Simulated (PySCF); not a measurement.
Si(OSiH3)(H)(NHSiH3)2 (H12N2OSi4), SMILES [SiH3]N[SiH](N[SiH3])O[SiH3].

Coordinates come from a B3LYP-D3(BJ)/def2-SVP optimisation. One conformer was computed; it need not be the lowest.

Two levels are set side by side: PBE/def2-SVP (PySCF) and r2SCAN/def2-SVP (PySCF). Same geometry, gas phase. Differences are taken from unrounded values.

```
quantity                       PBE
---------------------------  -----
orbital gap (eV)              5.61
highest occupied level (eV)  -6.08
lowest empty level (eV)      -0.47
dipole moment (D)             1.54
mean polarisability (bohr³)  109.4
```

### Question
These are the PBE values. What does r2SCAN give? (Estimate from the structure and the level; the computed values follow.)

### Answer

```
quantity                     r2SCAN  PBE minus r2SCAN
---------------------------  ------  ----------------
orbital gap (eV)               6.30             -0.69
highest occupied level (eV)   -6.44              0.36
lowest empty level (eV)       -0.14             -0.33
dipole moment (D)              1.57             -0.03
mean polarisability (bohr³)   105.5               3.9
```

Rough cost on one machine, each run with all the roots and properties that it gave: r2SCAN against PBE about 3 times.
